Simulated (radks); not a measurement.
Q: Valence configurations of the praseodymium ion Pr+ (all share [Xe]). Calculated with a radial shooting solver on a logarithmic mesh with Libxc functionals: Dirac Kohn-Sham, PBEsol, spin-unpolarised, spherical densities, finite nucleus; open shells fill j = l - 1/2 first; Fermi nuclear charge, rms radius 4.8919 fm. Order these by energy: 4f2.5 6s1.5; 4f1 5d2 6s1; 4f3 6p1; 4f2.5 6s1 6p0.5; 4f3 5d1; 4f2 6s2; 5d3 6s1; 4f4; 4f2 5d1 6s1; 4f3 6s1.

A: From the lowest, in eV above it: 4f3 6s1 0.000; 4f2.5 6s1.5 0.206; 4f3 5d1 0.792; 4f2 5d1 6s1 1.570; 4f2.5 6s1 6p0.5 1.670; 4f2 6s2 1.921; 4f3 6p1 2.697; 4f4 2.810; 4f1 5d2 6s1 7.629; 5d3 6s1 19.081. NIST lists [Xe] 4f3 6s1 as the ground configuration; this level of theory agrees among the configurations tried. The energies are those of spherical spin-averaged densities, not of single terms.
